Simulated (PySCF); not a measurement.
# Rotational lines of KI

Lines J+1 ← J of the vibrational ground state, computed from PBE0 constants of KI, ¹Σ⁺ (singlet), closed shell (basis K x2c-TZVPall, I x2c-TZVPall; spin-free X2C with a Gaussian nucleus; PySCF 2.14; masses 38.9637 and 126.9045 u), in MHz:

| J | ν (MHz) |
| --- | --- |
| 0 | 3609.1 |
| 1 | 7218.2 |
| 2 | 10827.3 |
| 3 | 14436.3 |
| 4 | 18045.2 |

Q: Find B0 and the effective bond length r0; with αe = 0.000257 cm⁻¹, find Re.

A: ν = 2B0(J+1) − 4D(J+1)³ gives B0 = 0.060194 cm⁻¹. With the reduced mass μred = 29.811 u, r0 = √(16.8576/(μred·B0)) (u, cm⁻¹, Å) = 3.0650 Å. Be = B0 + αe/2 = 0.060322 cm⁻¹ gives Re = 3.062 Å.

These are scalar-relativistic numbers at best; spin–orbit coupling would shift them, the dissociation energy most.
